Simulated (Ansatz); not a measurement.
System: PH, charge 0, multiplicity 3. SMILES: [PH]
Coordinates optimised at B3LYP-D3(BJ)/def2-TZVP (Ansatz, a quantum-chemistry and plane-wave program):
```
P
H 1 1.4285
```
Charge 0, spin multiplicity 3.

PBE beside other levels, property by property. Cores are frozen in the correlated levels unless marked. Open shells are spin-unrestricted. No spin-orbit coupling. Non-relativistic. CBS marks a two-point X^-3 extrapolation of the correlation energy; Hartree-Fock from the larger set (for Q and 5 zeta extrapolated as (X+1)exp(-9√X)). Atomisation energies are electronic, to ground-state atoms; the column to compare with has the core term from cc-pwCVTZ added, other frozen-core levels have none. Vertical energies are electronic, to the SCF solution reached for that spin. Anions need diffuse functions, of which def2-TZVPD holds fewer than the aug- sets. The coupled-cluster column (Ansatz) is a level with limits of its own: (a) CCSD(T)/CBS(aug-cc-pV(T+d)Z,aug-cc-pV(Q+d)Z); (b) CCSD(T)/CBS(cc-pV(Q+d)Z,cc-pV(5+d)Z).

```json
[
 {"property": "atomisation energy (kcal/mol)", "SVWN5/def2-TZVPD (Ansatz)": "83.7", "CCSD(T)/aug-cc-pV(D+d)Z (Ansatz)": "66.6", "CCSD(T)/aug-cc-pV(T+d)Z (Ansatz)": "71.3", "coupled cluster": "73.4 (b)"},
 {"property": "vertical electron affinity to the doublet (eV)", "SVWN5/def2-TZVPD (Ansatz)": "0.96", "CCSD(T)/aug-cc-pV(D+d)Z (Ansatz)": "0.70", "CCSD(T)/aug-cc-pV(T+d)Z (Ansatz)": "0.91", "coupled cluster": "1.02 (a)"}
]
```

What does PBE/def2-TZVPD (Ansatz) give for each property, and on which side of coupled cluster does it fall?


- atomisation energy: PBE lies 1.5 kcal/mol above coupled cluster; PBE gives 74.9 kcal/mol.
- vertical electron affinity to the doublet: PBE lies 0.29 eV below coupled cluster; PBE gives 0.73 eV.
